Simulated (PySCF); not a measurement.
Te(F)(SiH3), H3FSiTe, SMILES F[Te][SiH3] at its CAM-B3LYP/def2-SVP optimised geometry (Å):

```
6

Te    -0.2242    -1.5197     0.0000
F      1.7298    -1.5197     0.0000
Si    -0.2823     0.9872     0.0000
H      0.3884     1.5164    -1.2132
H      0.3748     1.5197     1.2192
H     -1.7298     1.3347    -0.0079
```

Computed with PySCF with CAM-B3LYP/def2-TZVP, def2 effective core potentials past Kr. The core electrons that the potentials of Te replace are not part of the density. Cells within 0.4 Å of a nucleus heavier than hydrogen are left out (blank, or x).

Map of the log10 of the electron density (e/bohr³), floored at −4 on the plane z = 0.0 Å:

```
|000000000000000000000000000|
|000000000000000000000000000|
|000000000001111000000000000|
|000000111122222111000000000|
|000011223333333222100000000|
|000122334444444332210000000|
|000123455555555443210000000|
|001234566665565544321000000|
|001235677766766554321000000|
|001235677779xx6654321000000|
|00123456777xxx7554321000000|
|001234556668x86544321000000|
|000123445566666543321100000|
|000012344566666544333210000|
|000012234566666554444321000|
|000001234567776655665432100|
|000001234578987667787643100|
|000001245679xx9778xx8653200|
|00000134568xxx9778xx8753200|
|000001345679xx8778xx8653200|
|000001345678887667777543100|
|000001234566766555665432100|
|000001234455655444444321000|
|000000123444544333332210000|
|000000112333333222111000000|
|000000001222222110000000000|
|000000000111111000000000000|
```
Scale: ten equal steps from -4.00 (start of '0') to 0.302 (end of '9'), in the order '0123456789'; x runs from -4.00 to 4.00, y from -4.00 (bottom) to 4.00 (top).
